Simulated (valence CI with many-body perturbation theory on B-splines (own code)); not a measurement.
# Valence orbitals of Pb LXX

Computed by relativistic CI+MBPT: three valence electrons over a frozen Dirac-Fock core [Ne], a basis of 11 s, 11 p, 9 d, 7 f, 5 g, 2 h, 1 i functions for each j, with the one-electron correlation potential Σ1, the two-electron term Σ2, the three-electron term Σ3, Breit, model QED; selected CI, second order for the rest (own B-spline code, finite nucleus).

No measured spectrum was set against this ion. As an estimate, large intervals hold to a few tenths of a per cent, small ones and those within an open d or f shell to about a per cent.

These are the spectroscopic orbitals of the CI (the correlating ones are not listed), shaped by the core and the other valence electrons. h is the expectation value of the core's Dirac-Fock operator, without the valence repulsion; Σ1 is computed up to l = 3 at one energy for each symmetry, that of its lowest orbital but kept below the first core excitation, so for empty shells it is not the orbital's own correlation shift; Breit and QED include the response of the core.

| Orbital | h (hartree) | Σ1 (cm⁻¹) | Breit (cm⁻¹) | QED (cm⁻¹) | ⟨r⟩ (bohr) |
| --- | --- | --- | --- | --- | --- |
| 3s1/2 | -336.87 | -7872 | 70574 | 61154 | 0.1607 |
| 4s1/2 | -182.71 | -2676 | 27342 | 24612 | 0.2979 |
| 5s1/2 | -114.3 | -1234 | 13031 | 12082 | 0.4788 |
| 6s1/2 | -78.152 | -676 | 7290 | 6814 | 0.7021 |
| 3p1/2 | -329.9 | -10421 | 118953 | 6169 | 0.1503 |
| 4p1/2 | -179.83 | -3479 | 46158 | 2492 | 0.2895 |
| 5p1/2 | -112.86 | -1613 | 22184 | 1241 | 0.4717 |
| 6p1/2 | -77.333 | -885 | 12460 | 705 | 0.6965 |
| 3p3/2 | -307.23 | -8323 | 61229 | 10298 | 0.1629 |
| 4p3/2 | -170.55 | -2942 | 24166 | 4207 | 0.3063 |
| 5p3/2 | -108.2 | -1396 | 13339 | 2112 | 0.4929 |
| 6p3/2 | -74.671 | -777 | 7567 | 1207 | 0.7218 |
| 3d3/2 | -299.31 | -10637 | 53093 | -1310 | 0.1386 |
| 4d3/2 | -167.53 | -3060 | 19467 | -359 | 0.2841 |
| 5d3/2 | -106.72 | -1377 | 9296 | -147 | 0.4723 |
| 3d5/2 | -294.19 | -8925 | 25417 | 1383 | 0.1424 |
| 4d5/2 | -165.33 | -2550 | 9124 | 738 | 0.2889 |
| 5d5/2 | -105.59 | -1151 | 4505 | 406 | 0.4781 |
| 4f5/2 | -163.76 | -2615 | 2065 | -340 | 0.2503 |
| 5f5/2 | -104.81 | -1271 | 1412 | -177 | 0.4407 |
| 4f7/2 | -162.8 | -2420 | 659 | 193 | 0.2527 |
| 5f7/2 | -104.32 | -1168 | 446 | 96.6 | 0.4434 |
| 5g7/2 | -104.19 |  | 50.7 | -89.0 | 0.3886 |
| 5g9/2 | -103.9 |  | 11.9 | 67.8 | 0.3903 |

Among the shells of the start configuration 3s2 3p1, Σ1 is largest in size for 3p1/2, where it is 0.014 % of h.

Lowest root of each symmetry, sizes in configuration state functions:

| J | Parity | Roots | Reference | Variational | Second order | Change by selected CI (cm⁻¹) | Change by second order (cm⁻¹) |
| --- | --- | --- | --- | --- | --- | --- | --- |
| 1/2 | even | 9 | 58 | 7044 | 4733 | -6953 | 0 |
| 3/2 | even | 13 | 92 | 11999 | 5434 | -4188 | -1 |
| 5/2 | even | 12 | 94 | 13713 | 12018 | -5538 | -1 |
| 7/2 | even | 6 | 67 | 11988 | 14056 | -7044 | -2 |
| 9/2 | even | 3 | 41 | 8744 | 10245 | -6649 | -3 |
| 1/2 | odd | 8 | 55 | 6802 | 4961 | -6764 | 0 |
| 3/2 | odd | 12 | 89 | 11522 | 9369 | -6029 | -1 |
| 5/2 | odd | 10 | 86 | 12905 | 8320 | -6814 | -1 |
| 7/2 | odd | 5 | 63 | 11242 | 10380 | -7435 | -2 |
| 9/2 | odd | 2 | 33 | 8088 | 5849 | -4024 | -3 |
